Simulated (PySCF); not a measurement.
C5H9O2 (SMILES [CH2]CCOC(C)=O), doublet, at a GFN2-xTB geometry. Base run: BLYP/6-31G (PySCF).

The PySCF input:
```python
from pyscf import gto, scf, dft

mol = gto.M(
    atom='''
C    -3.161959    0.949521    0.172706
C    -1.787416    0.889393    0.694632
C    -0.834890    0.168776   -0.248525
O     0.467448    0.165518    0.338360
C     1.400171   -0.571275   -0.273676
C     2.721588   -0.479115    0.443705
O     1.192994   -1.215088   -1.267647
H    -3.926063    1.439156    0.742353
H    -3.417245    0.504316   -0.766996
H    -1.766426    0.385515    1.672186
H    -1.400607    1.901197    0.883733
H    -0.786383    0.673866   -1.219734
H    -1.152201   -0.865790   -0.419505
H     3.089451   -1.481588    0.646980
H     2.610692    0.079360    1.367290
H     3.440284    0.016732   -0.205061
''',
    basis='6-31g',
    charge=0,
    spin=1,
    verbose=4,
)

mf = dft.UKS(mol)
mf.xc = 'blyp'
mf.kernel()
```

The base run was repeated with changes; each row names its change, and settings that it needs were set with it.

| change | ΔE vs base (µEh) | SCF cycles | <S^2> | outcome |
|---|---|---|---|---|
| base | 0.0 | 12 | 0.753 | converged |
| diis = off; damp = 0.3 (with mf.diis_start_cycle = 200; with mf.max_cycle = 150) | - | 150 | - | not converged |
| DIIS = ADIIS | 0.0 | 20 | 0.753 | converged |
| init_guess = huckel | 0.0 | 20 | 0.753 | converged |
| diis_space = 2 | - | 50 | - | not converged |
| diis_space = 12 | 0.0 | 12 | 0.753 | converged |
| conv_tol = 1e-6 | 0.1 | 9 | 0.753 | converged |
| init_guess = 1e | - | 50 | - | not converged |
| level_shift = 0.1 (with mf.max_cycle = 100) | 0.0 | 12 | 0.753 | converged |
| damp = 0.5; diis_start_cycle = 5 | 0.0 | 20 | 0.753 | converged |
| conv_tol = 1e-11 | 0.0 | 14 | 0.753 | converged |
| conv_tol_grad = 1e-7 | 0.0 | 17 | 0.753 | converged |
| solver = newton; init_guess = 1e | 0.0 | - | 0.753 | converged |

Open shells are given as the SCF converged; they aren't shown to be the lowest states, and a large step between rows can be another state.
